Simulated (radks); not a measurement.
Question: Tc II, configuration [Kr] 4d5 5s1. All-electron calculation, Dirac Kohn-Sham, PBE, spin-unpolarised, spherical densities, finite nucleus; open shells are shared between the two j in proportion to 2j + 1; Fermi nuclear charge, rms radius 4.4112 fm. Program: a radial shooting solver on a logarithmic mesh with Libxc functionals.

Spin-orbit splittings of the eigenvalues, e(l+1/2) - e(l-1/2), with zeta = 2 splitting/(2l+1) and mean radii in bohr:

shell  occ.  splitting (eV)  zeta (eV)  <r> j=l-1/2  <r> j=l+1/2
2p        6           118.3      78.84       0.1271       0.1318
3p        6               ?          ?       0.4090       0.4196
3d       10           3.801      1.520       0.3970       0.4005
4p        6           2.944      1.963        1.152        1.182
4d        5          0.2955     0.1182        1.660        1.678

Estimate the 3p splitting.

Answer: 19.77 eV (zeta = 13.18 eV).
